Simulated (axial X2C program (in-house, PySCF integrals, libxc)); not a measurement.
Spectroscopic constants of TcO⁺

Calculated with an axial X2C code built on PySCF integrals. Spin-free means the one-electron spin-free X2C Hamiltonian. Basis: Tc dyall-cv3z [12s12p8d5f3g], O dyall-av3z [7s6p3d2f] (cores contracted in-house); Gaussian nuclei, density fitting, unrestricted open shells. Masses: Tc 98.907 u, O 15.995 u.

Input file and command:
```json
{"zs": [43, 8], "q": 1, "bas": ["dyall-cv3z", "dyall-av3z"], "levels": ["PBE0", "HF", "LDA"], "cc": true, "r0": 1.77, "thr": -2.0, "nmax": 90, "npts": 10, "nst": 2, "ntry": 6}
```
```bash
python so2c.py task.json out
```

Keys: zs atomic numbers; q charge; bas basis sets; levels methods; cc coupled cluster on or off; r0 starting distance in Å; thr threshold in hartree for freezing inner shells (an s shell follows its p shell); nmax most natural virtual spinors; npts points on the curve; nst determinants followed; ntry starts of the search. HF also brings MP2.

State, spin-free: M_S = 2, Λ = 0 (beyond evenly filled blocks: π+α, π-α, δ+α, δ-α); electrons by block: σα: 11, σβ: 11, π+α: 6, π+β: 5, π-α: 6, π-β: 5, δ+α: 2, δ+β: 1, δ-α: 2, δ-β: 1. Fragments: Tc+ + O.

```tsv
Hamiltonian	level	Re (Å)	ωe (cm⁻¹)	ωexe (cm⁻¹)	Be (cm⁻¹)	αe (cm⁻¹)	De (eV)	μ (D)
spin-free	PBE0	1.681	1001.9	3.78	0.4335	0.0022	3.56	-4.13
spin-free	LDA	1.684	984.4	3.93	0.4316	0.00227	5.83	-3.58
```

Dipoles are positive if O is the positive end and refer to the centre of mass.

Occupations by symmetry block were frozen at the best pattern of an incomplete PBE0 search. Dissociation energies refer to the lowest single-determinant-based atoms at the same level and basis. Other states lie close and PBE0, whose exact exchange favours high spin, may order them wrongly; the determinant shown need not be the ground state. The nearest other spin-free determinant of the search, M_S = 2, Λ = 1, lies 0.07 eV up at the distance of the search. At some level and bond length an empty orbital lies below a filled one. The determinant is spin-polarised beyond a pure state at some levels (its spin-free form has ⟨S²⟩ too high), which makes Re and μ there less reliable.

No reliable constants came from HF (2c), HF (spin-free), LDA (2c), MP2 (2c), MP2 (spin-free), PBE0 (2c): no minimum in range, unconverged points, a curve that is not smooth, a change of character along it, or the two Hamiltonians disagreeing along it.

The whole task took 2.7 min on 1 thread of Arm Neoverse V2, on a shared host.
